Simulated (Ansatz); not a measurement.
Gas-phase electronic energies from Ansatz, PBE0-D4/def2-TZVP geometries. CBS: MP2 limit from def2 TZ/QZ plus the TZ coupled-cluster correction, frozen cores. This one scheme is used for every species. DFT in def2-TZVPP. B3LYP here is the variant with VWN-RPA as its local correlation; programs differ in this. For Ge outer-core shells are correlated without core-valence functions, which leaves a few kJ/mol of doubt a bond. Scalar relativity is left out up to krypton. Each species was taken in one conformer, which may not be the lowest.

`FCBCl` + `[OH][GeH3]` → `ClBC[O][GeH3]` + H–F  (substitution at a C–F bond)

```tsv
level	ΔE (kJ/mol)	difference from CCSD(T)/CBS
PBE-D4	4.5	8.8
r2SCAN-D4	7.3	11.6
B3LYP-D4	5.6	9.9
ωB97X-V	6.2	10.5
ωB97M-V	5.4	9.7
B2PLYP	7.5	11.8
PBE	10.6	14.9
HF/def2-TZVPP	16.4	20.7
MP2/def2-TZVPP	-7.4	-3.1
SCS-MP2/def2-TZVPP	-1.3	3.0
CCSD(T)/def2-TZVPP	-2.6	1.7
HF/def2-QZVPP	16.7	21.0
MP2/def2-QZVPP	-8.3	-4.0
SCS-MP2/def2-QZVPP	-2.2	2.1
HF/CBS(def2)	16.7	21.0
MP2/CBS(def2)	-9.1	-4.8
CCSD(T)/CBS	-4.3	0
```

Largest T1 diagnostic among the species: 0.012.

The D4 term adds −9.7 kJ/mol with B3LYP and −5.5 kJ/mol with PBE0; it sums over pairs of atoms, weighted by their polarisabilities, and B3LYP, whose exchange is more repulsive, gets the larger term. In def2-TZVPP, CCSD(T) changes the Hartree–Fock value by −19.0 kJ/mol (the triples alone add −2.6 kJ/mol) and MP2 by −23.9 kJ/mol.
